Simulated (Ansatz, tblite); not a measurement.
Removing an electron: Ge6Cl6 prismane (Ge₆Cl₆). Charge 0, multiplicity 1. Geometry: PBE-D4/def2-SVP. Ansatz, gas phase; energy differences of separate SCF runs; the oxidised species was run as a doublet alone.

```xyz
12

Ge   -0.1050   -1.9737    0.0634
Cl   -0.2338   -4.1669    0.0720
Ge    0.9268   -0.3153   -1.7196
Cl    1.9156   -0.7154   -3.6404
Ge   -1.6393   -0.1604   -1.0968
Cl   -3.4346   -0.3888   -2.3425
Ge   -1.0948    1.4739    0.7373
Cl   -2.2627    3.1257    1.5945
Ge    0.4394   -0.3406    1.8990
Cl    0.9386   -0.6573    4.0152
Ge    1.4693    1.3184    0.1156
Cl    3.0804    2.8004    0.3024
```

The xTB rows come from tblite. HOMO above LUMO, or a gap near zero within one spin, warns that the state may not be the lowest or that an electron is smeared out.

Task: Estimate orbital energies and vertical ionisation energies at: GFN1-xTB; GFN2-xTB; PBE-D4/def2-SVP; PBE0-D4/def2-SVP.

Result: 
```json
{"level": "GFN1-xTB", "−HOMO (eV)": "10.36", "vertical IE (eV)": "11.91", "−LUMO (eV)": "7.62", "HOMO–LUMO gap (eV)": "2.74", "remarks": "–"}
{"level": "GFN2-xTB", "−HOMO (eV)": "9.94", "vertical IE (eV)": "11.73", "−LUMO (eV)": "7.47", "HOMO–LUMO gap (eV)": "2.47", "remarks": "–"}
{"level": "PBE-D4/def2-SVP", "−HOMO (eV)": "6.20", "vertical IE (eV)": "8.11", "−LUMO (eV)": "4.16", "HOMO–LUMO gap (eV)": "2.03", "remarks": "gap within one spin near zero (+1 doublet)"}
{"level": "PBE0-D4/def2-SVP", "−HOMO (eV)": "7.15", "vertical IE (eV)": "8.48", "−LUMO (eV)": "3.65", "HOMO–LUMO gap (eV)": "3.51", "remarks": "–"}
```

Relaxing the oxidised species (PBE-D4/def2-SVP) changes its energy by -0.23 eV at PBE-D4/def2-SVP, so the adiabatic ionisation energy to this nearest minimum is 7.88 eV. At PBE0-D4/def2-SVP it is 8.20 eV.    Raw xTB energy differences between charge states are shifted by several eV; the methods need an empirical correction for them.
